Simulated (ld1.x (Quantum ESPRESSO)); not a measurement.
# u(r) = r·R(r): atom against pseudo-atom (Tm (Z = 69))

Columns: radius, all-electron u(r) and pseudo u(r) of the 5d shell (level -2.14 eV) of thulium in the configuration [Kr] 4d10 4f12 5s2 5p6 5d1 6s2 6p0; LDA (PZ), scalar-relativistic, TM scheme, ld1.x (Quantum ESPRESSO) 7.5.

```tsv
r (bohr)	all-electron	pseudo
0.155	0.1426	0.0020
0.310	-0.1513	0.0154
0.465	-0.2388	0.0489
0.620	-0.1103	0.1063
0.775	0.0777	0.1854
0.930	0.2497	0.2786
1.085	0.3838	0.3752
1.240	0.4796	0.4639
1.395	0.5432	0.5358
1.550	0.5820	0.5861
1.705	0.6021	0.6146
1.860	0.6088	0.6243
2.015	0.6058	0.6199
2.170	0.5961	0.6063
2.325	0.5818	0.5879
2.480	0.5644	0.5673
2.635	0.5451	0.5461
2.790	0.5246	0.5248
2.945	0.5036	0.5036
3.100	0.4823	0.4823
3.255	0.4610	0.4610
3.410	0.4400	0.4400
3.565	0.4193	0.4193
3.720	0.3992	0.3992
3.875	0.3795	0.3795
4.030	0.3605	0.3605
```

**Question.** How many radial nodes do the two functions have?

**Answer.** The all-electron 5d function has n − l − 1 = 2; the pseudo-wave has 0, since the states of the same l below it are removed with the core.

**Question.** At about which radius was the pseudo-wave matched?

**Answer.** 3.10 bohr. The columns agree to 0.0005 from 2.79 bohr on; several derivatives are matched, so the curves merge somewhat inside the radius.

**Question.** Where does each function peak?

**Answer.** Outermost all-electron maximum near 1.86 bohr, pseudo maximum near 1.86 bohr (to the table’s step).

**Question.** Is the pseudo-wave norm-conserving?

**Answer.** Yes: the TM scheme keeps the norm inside the radius equal to the all-electron one, which fixes the energy derivative of the logarithmic derivative at the level.
